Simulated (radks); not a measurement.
Neutral neon inside a hard spherical wall (all orbitals vanish at R), configuration held at [Ne] and not refilled when levels cross. Method: scalar-relativistic Kohn-Sham, PBEsol, spin-polarised, spherical densities, finite nucleus; Fermi nuclear charge, rms radius 3.0055 fm; computed with a radial shooting solver on a logarithmic mesh with Libxc functionals. Eigenvalues in eV for spin up, with the zero of energy where the potential of the charges vanishes at infinity; a dash marks a level that is unbound or too diffuse for the functional's potential to be trusted. A positive occupied level is held by the wall or, in an anion where self-interaction has pushed it up, behind a barrier. The pressure on the wall is -dE/dV.

R (bohr)  E (hartree)  kinetic (hartree)    e(1s)    e(2s)    e(2p)  e(3s, empty)  e(3p, empty)  pressure (GPa)
free       -128.67179            128.594  -828.31  -36.200  -13.271             -             -               0
20         -128.67179            128.594  -828.31  -36.200  -13.271             -             -        < 0.0001
12         -128.67179            128.594  -828.31  -36.200  -13.271             -             -        < 0.0001
10         -128.67179            128.594  -828.31  -36.200  -13.271         0.384         2.026        < 0.0001
8          -128.67178            128.594  -828.31  -36.200  -13.270         0.938         3.164        0.000346
5          -128.66986            128.611  -828.15  -36.078  -13.144         5.071         9.500           0.364
3.5        -128.62969            128.862  -826.34  -34.850  -11.804        16.730        23.789            17.1
1.5        -123.32967            146.361  -764.34   10.922   37.443        229.75        217.86           16100
